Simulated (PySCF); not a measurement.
A run for PySCF: R-BP86/6-31G* on BH3O (SMILES BO), a point of a bond scan (R = 1.156 Å).

```python
from pyscf import gto, scf, dft, mp
from pyscf.data.elements import chemcore

mol = gto.M(
    atom='''
    B    -0.44836328   -0.55342233    0.06101432
    H    -0.33819344   -1.33752824    0.95180133
    H    -1.30242775   -0.64193468   -0.77341615
    O     0.44517449    0.45958125    0.02792633
    H     0.29621512    1.19199327   -0.85382613
    ''',
    basis='6-31g*',
    cart=True,
    charge=0, spin=0, verbose=3, max_memory=1800)
mf = dft.RKS(mol, xc='b88,p86')
mf.conv_tol = 1e-8
mf.max_cycle = 100
mf.kernel()
if not mf.converged:
    mf = mf.newton().run(mf.mo_coeff, mf.mo_occ)
```

Problem. Predict the final total energy.

Solution. -101.8755 hartree.
